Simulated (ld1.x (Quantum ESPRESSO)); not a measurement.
**phosphorus: one change to a TM potential, before and after**

```
Element                 : phosphorus (P)
Generator               : ld1.x (Quantum ESPRESSO) 7.5
Type                    : norm-conserving Troullier–Martins (Kleinman–Bylander form)
Functional              : PBEsol
Relativity              : scalar-relativistic
Frozen core             : [Ne]
Valence charge          : 5
Reference configuration : 3s2 3p1 (charge +2)
Partial waves           : 3p (bound): rc 1.70 bohr; 3d channel at -0.15 Ry: rc 1.55 bohr; 3s (bound): rc 1.65 bohr
Local potential         : the s channel
Core correction         : a·sin(br)/r model core inside 1.25 bohr
```

All-electron outer shells of the reference configuration (PBEsol, scalar-relativistic, ld1.x):

```tsv
shell	level (eV)	outermost node (bohr)	outermost maximum (bohr)
3s	-33.90	0.65	1.52
3p	-24.24	0.63	1.68
```

Change: wave 3p (bound): rc 1.70 bohr becomes 3p (bound): rc 1.20 bohr.

Cutoffs: the cutoffs (Ry, on a coarse ladder) from which the occupation-weighted sum of valence levels, in a spherical-Bessel basis at the reference potential, stays within 10 and 1 mRy of its value at 400 Ry; they do not see the model core or the augmentation charge, which bear on the density cutoff. Errors are all-electron minus pseudo energies relative to the spin-unpolarised reference configuration.

Problem. How do hardness, ghosts and transferability respond?

Solution. The potential gets harder (30 Ry and 50 Ry → 70 Ry and 90 Ry); of the 7 tests that both files solve, the error grows in 1 and shrinks in 3 by more than 15 % and 0.3 meV (median size 16.6 → 14.7 meV); neither file shows a bound ghost. A smaller radius makes the pseudo-wave follow the all-electron one further in, where it bends more sharply, so more plane waves are needed.

| quantity | base | changed |
| --- | --- | --- |
| cutoff, loose | 30 Ry | 70 Ry |
| cutoff, tight | 50 Ry | 90 Ry |
| loose cutoff by channel (10 mRy a level) | p 8 Ry, s 18 Ry | p 70 Ry, s 18 Ry |
| bound ghosts | none | none |
| error for 3s2 3p3, meV [ΔE -28.81 eV] | +24 | +22 |
| error for 3s2 3p2, meV [ΔE -19.11 eV] | +9.1 | +7.6 |
| error for 3s2 3p0, meV [ΔE 29.71 eV] | +11 | +5.1 |
| error for 3s2 3p3.3, meV [ΔE -30.11 eV] | +27 | +26 |
| error for 3s1 3p0, meV [ΔE 81.62 eV] | +25 | +6.0 |
| error for 3s2 3p2.5, meV [ΔE -25.05 eV] | +17 | +15 |
| error for 3s0 3p5, meV [ΔE -11.66 eV] | +15 | +23 |
